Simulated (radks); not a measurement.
Problem. Coherent X-ray form factor from a spherical all-electron density. Method: Dirac Kohn-Sham, LDA (Slater exchange, VWN5 correlation), spin-unpolarised, spherical densities, point nucleus; computed with a radial shooting solver on a logarithmic mesh with Libxc functionals.

sin(theta)/lambda (1/angstrom)  f0 (electrons)
0.05                                    44.349
0.1                                     42.559
0.15                                    40.017
0.2                                     37.144
0.25                                    34.264
0.3                                     31.571
0.4                                     27.051
0.5                                     23.689
0.6                                     21.213
0.8                                     17.691
1                                       14.868
1.25                                    11.757
1.5                                      9.290
2                                        6.465

The species is in the configuration that NIST lists as its ground one. Which atom or ion scatters so?

Solution. The palladium ion Pd+, [Kr] 4d9. Extrapolating in s^2 from the first two rows gives f0(0) = 44.9, near the electron count 45; among species with that count, the fall with angle is slower the higher Z, and the table is that of Z = 46; from so few rows the species is fixed only to a neighbour or two.
